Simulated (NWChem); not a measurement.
CHAlClNO; SMILES [N](=C=O)[AlH][Cl]

```xyz
6

Al    -0.4749    -0.7603     0.4807
Cl     1.3761    -0.9610     1.4369
H     -1.6686    -1.7120     0.8283
N     -0.6439     0.5170    -0.7299
C     -0.7280     1.3947    -1.5476
O     -0.8163     2.2439    -2.3419
```
Atoms are numbered in this order, from 1.

All runs: NWChem. Pople sets run with spherical d functions. Structure relaxed at the PBE0/def2-SVP level. GIAO values for the isolated, static molecule; σ is the absolute isotropic shielding, δ = σ(reference) − σ with the isolated reference molecule computed at the same levels (13C: tetramethylsilane, 1H: tetramethylsilane, 15N: ammonia, 17O: water).

**Question.** Predict the results for B3LYP/6-311G**. Quantities: σ Al1 (ppm); σ Cl2 (ppm); δ H3 (ppm); δ N4 (ppm); δ C5 (ppm); δ O6 (ppm).

**Answer.** 
```
Quantity     Result
-----------  ------
σ Al1 (ppm)   416.0
σ Cl2 (ppm)   887.8
δ H3 (ppm)     4.69
δ N4 (ppm)     65.0
δ C5 (ppm)    124.3
δ O6 (ppm)    150.2
```
